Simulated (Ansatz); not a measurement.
Ti6⁺, relaxed as a doublet with UKS PBE-D4/def2-SVP in Ansatz, starting from the GFN2-xTB geometry. Force threshold 0.02 eV/Å.

The charge 1 doublet is spin-contaminated (final ⟨S²⟩ up to 1.82, 0.75 for a pure state). The structure comes from a short search, and lower isomers may exist.

Start:

| atom | x (Å) | y (Å) | z (Å) |
| --- | --- | --- | --- |
| Ti1 | -1.089 | -1.137 | 0.332 |
| Ti2 | -0.424 | -0.425 | -2.811 |
| Ti3 | -1.593 | 1.936 | 1.411 |
| Ti4 | 1.083 | 1.137 | -0.337 |
| Ti5 | 1.597 | -1.931 | -1.406 |
| Ti6 | 0.426 | 0.420 | 2.812 |

Task: Estimate the energy that the relaxation releases and the steps that it takes.

Result: 6.21 eV, in 21 steps; 9.3 min on 4 threads of Arm Neoverse V2 on a shared host. No frequencies were taken in this run, so the end may be a saddle point.

Task: Does the start keep its bonding and symmetry?

Result: Bonds formed: Ti5–Ti6 (atoms count from 1). The end is the same structure that another start reached. Point group D2h at the start, Cs at the end, both within 0.05 Å.

Task: Predict the relaxed structure.

Result: 
```xyz
6

Ti   -1.226   -0.642    0.042
Ti   -0.063   -0.608   -2.271
Ti   -1.153    1.520    1.428
Ti    0.516    1.186   -0.495
Ti    1.248   -1.319   -0.440
Ti    0.679   -0.137    1.736
```
Bond lengths (bridged metal pairs left out): 12 × Ti–Ti 2.36 to 2.61 Å.
